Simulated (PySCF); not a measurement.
A PySCF script (with the pyscf-properties extension) for the NMR shieldings of `N[Si@H](O[SiH2]C[SiH3])[SiH2][SiH3]`, CH15NOSi5, on a GFN2-xTB geometry:

```python
import basis_set_exchange as bse
import numpy as np
from pyscf import gto, dft
from pyscf.prop import nmr

atoms = """
N     0.183080    1.852005   -1.952864
Si    1.214207    0.541542   -1.489198
O     0.255617   -0.755980   -1.237831
Si   -1.163400   -1.519040   -1.168142
C    -2.498442   -0.367044   -0.462029
Si   -2.092467    0.415001    1.214915
Si    2.387072    0.710250    0.494042
Si    2.159778   -1.061308    1.968884
H    -0.643450    2.027493   -1.403058
H     0.605742    2.727337   -2.214935
H     1.946398    0.242871   -2.725574
H    -1.520544   -1.947250   -2.522542
H    -0.901723   -2.651914   -0.279495
H    -3.427063   -0.930652   -0.372855
H    -2.697077    0.424996   -1.186017
H    -1.928524   -0.611163    2.246315
H    -0.870666    1.228822    1.139217
H    -3.197763    1.302063    1.606373
H     3.815824    0.938873    0.188578
H     2.041764    1.975077    1.186477
H     2.581899   -0.758151    3.342683
H     0.776842   -1.538377    2.073363
H     2.968144   -2.218466    1.563772
"""
names = dict.fromkeys(["N", "Si", "O", "C", "H"], "pcSseg-1")
basis = {el: gto.basis.parse(bse.get_basis(n, elements=[el], fmt="nwchem")) for el, n in names.items()}
mol = gto.M(atom=atoms, basis=basis, charge=0, verbose=0)
mf = dft.RKS(mol, xc="PBE0")
mf.grids.level = 2
mf.grids.alignment = dft.numint.BLKSIZE   # the property module wants whole blocks of grid points
mf.conv_tol = 1e-9
mf.kernel()

calc = nmr.RKS(mf)   # GIAO
C = mf.mo_coeff
Co = C[:, mf.mo_occ > 0]
resp = mf.gen_response(singlet=True, hermi=2)
def vind(x):   # induced exchange potential for any number of trial vectors
    d = np.einsum("pi,xij,qj->xpq", C, 2 * x.reshape(-1, C.shape[1], Co.shape[1]), Co, optimize=True)
    return np.einsum("xpq,pi,qj->xij", resp(d - d.transpose(0, 2, 1)), C, Co, optimize=True).ravel()
mo1, _ = nmr.rhf.solve_mo1(calc, with_cphf=vind)
sigma = calc.kernel(mo1)
for i, s in enumerate(sigma):   # ppm
    w = np.linalg.eigvalsh((s + s.T) / 2)
    print("%2d %-2s iso %8.1f  s11 %8.1f  s22 %8.1f  s33 %8.1f" % (i, mol.atom_pure_symbol(i), w.mean(), *w))
```

Task: What does it print?

Result: 
```
 0 N  iso    234.3  s11    196.5  s22    241.8  s33    264.5
 1 Si iso    359.4  s11    331.6  s22    363.9  s33    382.9
 2 O  iso    281.5  s11    210.2  s22    282.5  s33    351.9
 3 Si iso    372.9  s11    330.3  s22    369.4  s33    418.9
 4 C  iso    191.4  s11    175.2  s22    193.6  s33    205.5
 5 Si iso    423.8  s11    401.2  s22    406.3  s33    463.9
 6 Si iso    479.7  s11    458.4  s22    477.5  s33    503.1
 7 Si iso    465.5  s11    453.1  s22    464.4  s33    479.0
 8 H  iso     31.2  s11     24.0  s22     29.5  s33     40.2
 9 H  iso     31.5  s11     24.7  s22     26.7  s33     43.2
10 H  iso     26.0  s11     22.7  s22     23.3  s33     31.9
11 H  iso     26.2  s11     22.2  s22     24.4  s33     32.1
12 H  iso     26.5  s11     23.1  s22     25.3  s33     31.2
13 H  iso     32.1  s11     26.7  s22     28.5  s33     41.1
14 H  iso     31.5  s11     27.7  s22     29.0  s33     37.8
15 H  iso     27.6  s11     24.3  s22     26.0  s33     32.4
16 H  iso     27.8  s11     24.1  s22     27.2  s33     32.0
17 H  iso     27.5  s11     23.8  s22     25.1  s33     33.6
18 H  iso     28.4  s11     24.9  s22     25.9  s33     34.5
19 H  iso     28.4  s11     25.3  s22     26.5  s33     33.2
20 H  iso     28.1  s11     24.7  s22     25.3  s33     34.4
21 H  iso     28.1  s11     23.8  s22     27.6  s33     32.9
22 H  iso     28.2  s11     25.1  s22     25.5  s33     34.0
```

These numbers come from an equivalent density-fitted implementation of the same equations, which agrees with the script to about 0.01 ppm for H and up to a few tenths of a ppm for heavy atoms, so last digits may differ.

Task: Turn these shieldings into chemical shifts. δ = σ(ref) − σ, references computed at the same level: 15N (σ = 267.73 ppm) vs NH3; 29Si (σ = 349.16 ppm) and 13C (σ = 186.93 ppm) and 1H (σ = 31.72 ppm) against TMS; H2O for 17O (σ = 336.08 ppm).

Result: Averaging equivalent atoms: N 0: 33.5; Si 1: -10.3; Si 3: -23.7; Si 5: -74.7; Si 7: -116.3; Si 6: -130.5; O 2: 54.6; C 4: -4.5; H 10: 5.76; H 11: 5.50; H 12: 5.17; H 15/16/17: 4.11; H 20/21/22: 3.57; H 19: 3.36; H 18: 3.27; H 8/9: 0.33; H 14: 0.23; H 13: -0.38 ppm. Experimental scales use liquid or dissolved standards, which lie at an offset from isolated NH3 (liquid NH3: subtract about 20 ppm) and H2O (liquid H2O: subtract about 36 ppm).

Size and cost of the density-fitted run: 246 basis functions, 3.4 min wall time on 1 thread of an Intel Xeon, shared host; peak memory 1.2 GiB.
